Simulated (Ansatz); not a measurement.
`C[C](C)([AlH2])S`, relaxed with RKS PBE0-D4/def2-TZVP in Ansatz 0.2.0 from a PBE-D4/def2-SVP geometry. The force threshold is 0.005 eV/Å; the program also tests the step.

Charge 0, multiplicity 1.

Start:

```xyz
14

C    -1.242   -0.550    0.503
C     0.183   -0.123    0.116
C     0.311    1.408    0.113
Al    0.626   -0.836   -1.706
S     1.431   -0.892    1.229
H    -1.356   -1.652    0.550
H    -1.511   -0.152    1.510
H    -1.994   -0.149   -0.213
H     1.341    1.746   -0.128
H     0.061    1.826    1.116
H    -0.390    1.872   -0.615
H    -0.283   -0.307   -2.918
H     1.817   -1.874   -1.957
H     1.006   -0.316    2.400
```

By how much does the energy fall, and how many steps does the optimiser take? (Best estimate.)

Ansatz gave: 5.23 kJ/mol, in 5 steps.

Which bonds change most? (Estimate.)

Ansatz gave: C2–S5 from 1.841 to 1.810 Å; S5–H14 from 1.373 to 1.351 Å; C2–Al4 from 2.006 to 1.986 Å; C3–H10 from 1.115 to 1.098 Å.

Give the relaxed structure. (An estimate is asked.)

Ansatz gave: 
```xyz
14

C    -1.226   -0.545    0.496
C     0.194   -0.130    0.119
C     0.310    1.392    0.113
Al    0.618   -0.828   -1.691
S     1.411   -0.876    1.232
H    -1.342   -1.631    0.547
H    -1.493   -0.145    1.483
H    -1.957   -0.152   -0.220
H     1.324    1.729   -0.118
H     0.050    1.800    1.099
H    -0.377    1.839   -0.614
H    -0.299   -0.292   -2.873
H     1.793   -1.857   -1.954
H     0.993   -0.305    2.382
```
